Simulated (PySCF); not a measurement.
# How methods differ on the excitation energy of Xe⁺

Xe⁺ [Kr] 4d10 5s2 5p5 (2P) → Xe⁺ [Kr] 4d10 5s1 5p5 5d1 (high-spin determinant), as a difference of total energies. Computed with PySCF 2.14 in aug-cc-pwCVTZ-PP with ECP28MDF, with a scalar-relativistic core potential. The calculations carry no spin-orbit coupling.

```csv
method,excitation energy (eV)
PBE,24.291
PBEsol,24.396
```

The upper state lies above the first ionisation limit, where it may autoionise and the basis confines it.

The promoted electron is Rydberg-like, and one or two diffuse shells describe it only roughly, which tends to raise the upper state.

The determinant of the upper state mixes LS terms, which raises its energy above the lowest term, most at the Hartree-Fock and MP2 levels.
